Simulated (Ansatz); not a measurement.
Computed with Ansatz on PBE0-D4/def2-TZVP structures; ΔE is electronic, products minus reactants. CCSD(T)/CBS adds triple-zeta CCSD(T) − MP2 to the extrapolated MP2 energy (def2 sets, frozen cores). Functionals use def2-TZVPP. B3LYP here is the variant with VWN-RPA as its local correlation; programs differ in this. For Ge outer-core shells are correlated without core-valence functions, which leaves a few kJ/mol of doubt a bond. Scalar relativity is left out up to krypton. One conformer a species, not always the lowest.

`C=[C](F)[GeH2][CH3]` → `C[C]1(F)[CH2][GeH2]1`  (isomerisation)

`C=[C](F)[GeH2][CH3]`:

Z-matrix (Å, degrees):
```
Ge
C 1 1.948
C 1 1.958 2 108.9
H 1 1.539 2 111.4 3 -119.3
H 1 1.539 2 111.4 3 119.2
H 2 1.091 1 110.4 3 -60.2
H 2 1.091 1 110.4 3 60.4
H 2 1.091 1 110.0 3 -179.9
F 3 1.351 1 114.1 2 -179.9
C 3 1.322 1 126.8 2 0.0
H 10 1.084 3 121.6 1 -180.0
H 10 1.082 3 119.8 1 -0.0
```

`C[C]1(F)[CH2][GeH2]1`:

Cartesian coordinates in Å:
```
C -1.257 -0.421 -0.825
C -0.414 -0.085 0.362
F -1.147 -0.170 1.526
C 0.475 1.134 0.303
Ge 1.496 -0.532 0.444
H -2.071 0.306 -0.924
H -1.686 -1.418 -0.728
H -0.660 -0.391 -1.739
H 0.462 1.718 -0.612
H 0.473 1.736 1.207
H 2.181 -1.073 -0.806
H 2.148 -0.804 1.792
```

| level | ΔE (kJ/mol) |
| --- | --- |
| r2SCAN | 67.5 |
| B3LYP | 83.7 |

(1) What does CCSD(T)/CBS give? (Estimate.)

Largest T1 diagnostic among the species: 0.012.

## Answers

(1) The calculation gave: +69.7 kJ/mol. The listed levels differ from it by -2.2, 14.0 kJ/mol.

In def2-TZVPP, CCSD(T) changes the Hartree–Fock value by −30.3 kJ/mol (the triples alone add −2.8 kJ/mol) and MP2 by −39.3 kJ/mol.
